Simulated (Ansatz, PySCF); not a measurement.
TaSCl₃, SMILES [S]=[Ta]([Cl])([Cl])[Cl], multiplicity 1. Atoms are numbered in the order given.

```xyz
5

Ta     0.0000     0.0000    -0.0089
S      0.0000     0.0000    -2.1625
Cl     1.8939    -1.0935     0.6948
Cl    -1.8940    -1.0935     0.6948
Cl     0.0000     2.1870     0.6948
```

Coordinates come from a B3LYP-D3(BJ)/def2-SVP optimisation. The multiplicity is an assumed one; no other spin state was optimised. The structure was generated by enumeration; whether it is a known compound was not checked. The def2 effective core potentials stand for the cores of Ta; spin–orbit coupling is left out.

Two levels are set side by side: PBE-D3(BJ)/def2-SVP (Ansatz, an electronic-structure program) and B3LYP-D3(BJ)/def2-SVP (Ansatz). Each level has its own optimised geometry; the coordinates shown are those of the second. Frequencies come from the Hessian of PySCF at each geometry. Differences are taken from unrounded values.

```json
[
 {"quantity": "mean bond length (Å)", "B3LYP-D3(BJ)": "2.261"},
 {"quantity": "bond Ta1–S2 (Å)", "B3LYP-D3(BJ)": "2.154"},
 {"quantity": "bond Ta1–Cl3 (Å)", "B3LYP-D3(BJ)": "2.297"},
 {"quantity": "bond Ta1–Cl4 (Å)", "B3LYP-D3(BJ)": "2.297"},
 {"quantity": "bond Ta1–Cl5 (Å)", "B3LYP-D3(BJ)": "2.297"},
 {"quantity": "highest harmonic wavenumber (cm⁻¹)", "B3LYP-D3(BJ)": "549"},
 {"quantity": "mean harmonic wavenumber (cm⁻¹)", "B3LYP-D3(BJ)": "263"},
 {"quantity": "zero-point energy (kcal/mol)", "B3LYP-D3(BJ)": "3.39"}
]
```

**Question.** What does PBE-D3(BJ) give, and how far is it from B3LYP-D3(BJ)? (Estimate from the structure and the level; the computed values follow.)

**Answer.** 
```csv
quantity,PBE-D3(BJ),PBE-D3(BJ) minus B3LYP-D3(BJ)
mean bond length (Å),2.262,0.001
bond Ta1–S2 (Å),2.162,0.008
bond Ta1–Cl3 (Å),2.296,-0.002
bond Ta1–Cl4 (Å),2.296,-0.002
bond Ta1–Cl5 (Å),2.296,-0.002
highest harmonic wavenumber (cm⁻¹),533,-16
mean harmonic wavenumber (cm⁻¹),258,-6
zero-point energy (kcal/mol),3.31,-0.07
```
